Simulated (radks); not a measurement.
Question: Neutral lithium, [He] 2s1. Calculated with a radial shooting solver on a logarithmic mesh with Libxc functionals: non-relativistic Kohn-Sham, PBE, spin-polarised, spherical densities, point nucleus. Every spin shell is full or empty, so the densities are truly spherical. Functionals are evaluated on that one density, not self-consistently. Rank these exchange functionals by their error against the exact value of the orbitals, and give that value: LDA, B88, PBEsol, RPBE, PW91, OPTX, AM05, EV93, TPSS, r2SCAN, MS2.

Answer: Exact: -1.77080 hartree. From best to worst, with 100 (|E| - |E exact|)/|E exact| (equal figures are ties): OPTX +0.09, B88 -0.11, r2SCAN +0.14, TPSS +0.48, RPBE +0.61, MS2 +0.62, PW91 -0.77, EV93 +4.90, PBEsol -5.52, AM05 -10.45, LDA -13.51.
